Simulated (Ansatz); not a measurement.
Species: sum formula H$_{2}$SiO$_{2}$F$_{2}$, net charge 0, singlet state. 
Structure (B3LYP-D3(BJ)/def2-TZVP (Ansatz, an electronic-structure program) minimum search):
```xyz
7

O      1.5592    -0.4111    -0.1868
Si     0.0097     0.0006    -0.0100
O     -0.8955    -1.3260     0.2073
F     -0.2108     0.9984     1.2056
F     -0.4072     0.8080    -1.3029
H      1.9201    -1.1263     0.3420
H     -1.8031    -1.2425     0.5098
```

Atomisation energy built up term by term with Ansatz (kcal/mol; UHF references for open shells; valence terms freeze the core; atomic spin-orbit terms are left out). CBS marks a two-point X^-3 extrapolation of the correlation energy; Hartree-Fock from the larger set (for Q and 5 zeta extrapolated as (X+1)exp(-9√X)).

| term | basis | kcal/mol |
|---|---|---|
| Hartree-Fock | CBS(cc-pV(Q+d)Z,cc-pV(5+d)Z) | 530.98 |
| CCSD correlation | CBS(cc-pV(Q+d)Z,cc-pV(5+d)Z) | 198.13 |
| (T) | CBS(cc-pV(Q+d)Z,cc-pV(5+d)Z) | 13.73 |
| core correlation | cc-pwCVTZ | 0.94 |
| scalar relativity (X2C) | cc-pVTZ-DK against cc-pVTZ | -2.00 |
| sum: De |  | 741.8 |

(T) makes 1.8 % of the CCSD(T) atomisation energy; under 5 % is typical of single-reference molecules.
